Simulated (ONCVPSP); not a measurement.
Varying the ONCV potential for Pt

Base potential:

```json
{
 "Element": "Pt (Z = 78)",
 "Generator": "ONCVPSP 4.0.1",
 "Type": "optimised norm-conserving Vanderbilt (ONCV)",
 "Functional": "PBE",
 "Relativity": "scalar-relativistic",
 "Frozen core": "[Kr] 4d10",
 "Valence charge": "32",
 "Reference configuration": "4f13 5s2 5p6 5d10 6s1",
 "Partial waves": "5s+6s: rc 1.80 bohr, ncon 4, nbas 7, qcut 5.8 1/bohr, 2 projectors; 5p: rc 1.85 bohr, ncon 3, nbas 8, qcut 6.8 1/bohr, 3 projectors, debl 2.6 Ha; 5d: rc 1.30 bohr, ncon 3, nbas 6, qcut 6.5 1/bohr, 2 projectors, debl 1.8 Ha; 4f: rc 0.70 bohr, ncon 4, nbas 8, qcut 23.2 1/bohr, 2 projectors, debl 2.2 Ha",
 "Local potential": "polynomial inside 0.50 bohr (lpopt 5, dvloc0 1 Ha)",
 "Core correction": "Teter function, fcfact 3, rcfact 1.65"
}
```

In the f channel the program set the typed energies aside and used -2.971, 0.250 Ha.

Cutoffs, loose and tight: the cutoffs (Ha) at which the residual kinetic energy of the hardest occupied pseudo-wave falls to 1 and 0.1 mHa per electron. They do not see the model core or the augmentation charge, which bear on the density cutoff. Test errors are all-electron minus pseudo excitation energies from the reference, over the configurations 4f14 5s2 5p6 5d9 6s1; 4f14 5s2 5p6 5d9 6s0; 4f14 5s2 5p6 5d8 6s0; 4f14 5s2 5p6 5d6 6s0. A dash means not determined; rows that change the core or the reference have their own tests.

A true bound ghost makes a file unfit for plane-wave use even where its test errors are small: the radial tests pick states by their node count and pass the ghost by.

| change | outcome | cutoff, loose | cutoff, tight | bound ghosts | GHOST(+) flags above zero | largest test error (meV) |
| --- | --- | --- | --- | --- | --- | --- |
| base | generated, projector energies reset by the program | 248 Ha | 302 Ha | s, p | s, d | -558 |
| core correction Teter function, fcfact 1.6, rcfact 1.65 | generated, projector energies reset by the program | 248 Ha | 302 Ha | s, p | s, d | -536 |
| core correction Teter function, fcfact 2.5, rcfact 1.65 | generated, projector energies reset by the program | 248 Ha | 302 Ha | s, p | s, d | -550 |
| core correction Teter function, fcfact 3.1, rcfact 1.65 | generated, projector energies reset by the program | 248 Ha | 302 Ha | s, p | s, d | -561 |
| core correction Teter function, fcfact 4.2, rcfact 1.65 | generated, projector energies reset by the program | 248 Ha | 302 Ha | s, p | s, d | -574 |
| core correction Teter function, fcfact 4.8, rcfact 1.65 | generated, projector energies reset by the program | 248 Ha | 302 Ha | s, p | s, d | -580 |
| core correction Teter function, fcfact 5.6, rcfact 1.65 | generated, projector energies reset by the program | 248 Ha | 302 Ha | s, p | s, d | -588 |
| core correction Teter function, fcfact 6.9, rcfact 1.65 | generated, projector energies reset by the program | 248 Ha | 302 Ha | s, p | s, d | -601 |
| core correction Teter function, fcfact 7.8, rcfact 1.65 | generated, projector energies reset by the program | 248 Ha | 302 Ha | s, p | s, d | -610 |

Reading the sweep of the fcfact (base included, trends over the rows without a ghost): Bound ghosts are found at 1.6, 2.5, 3, 3.1, 4.2, 4.8, 5.6, 6.9, 7.8. Every judged row has one, so this setting neither creates nor removes them.
